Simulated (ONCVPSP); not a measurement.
**Configuration tests for Fe (Z = 26) (ONCV)**

```json
{"Element": "Fe (Z = 26)", "Generator": "ONCVPSP 4.0.1", "Type": "optimised norm-conserving Vanderbilt (ONCV)", "Functional": "PBEsol", "Relativity": "fully relativistic", "Frozen core": "[Ar]", "Valence charge": "8", "Reference configuration": "3d6 4s2", "Partial waves": "4s: rc 2.35 bohr, ncon 4, nbas 7, qcut 2.1 1/bohr, 2 projectors, debl 0.8 Ha; p scattering state at 0.05 Ha: rc 2.35 bohr, ncon 3, nbas 6, qcut 4.1 1/bohr, 1 projector; 3d: rc 1.15 bohr, ncon 4, nbas 8, qcut 10.9 1/bohr, 2 projectors, debl 2.8 Ha", "Local potential": "polynomial inside 0.75 bohr (lpopt 4, dvloc0 0 Ha)", "Core correction": "polynomial model core, fcfact 0.2"}
```

Open shells are filled in proportion to 2j + 1.

Energies are relative to the spin-unpolarised reference configuration 3d6 4s2; without spin polarisation the order of configurations can differ from experiment.

```csv
valence configuration,charge,ΔE all-electron (eV),error AE − PS (meV)
3d6 4s1,+1,8.746,-6.4
3d6 4s0,+2,24.862,-40
3d6 4s0 4p1,+1,13.822,-15
```

What are ΔE and the potential's error for 3d5 4s0?

ΔE = 59.049 eV all-electron; the error (AE − PS) is -202 meV.

Levels in the configuration 3d6 4s0 4p1:

| level | all-electron (eV) | pseudo (eV) |
| --- | --- | --- |
| 3d j=5/2 | -17.329 | -17.343 |
| 3d j=3/2 | -17.485 | -17.498 |
| 4p j=3/2 | -8.043 | -8.053 |
| 4p j=1/2 | -8.130 | -8.141 |

These tests converged, but a pseudo level misses the all-electron one widely, so the file describes the atom poorly there or has found another state: 3d6 4s0 4p1: empty 4s by 6.8 eV.

Note: ghosts flagged at negative energy: s at -106.1 eV, p3/2 at -39.6 eV, p1/2 at -38.0 eV; no localised positive-energy state flagged. A true bound ghost makes a file unfit for plane-wave use.
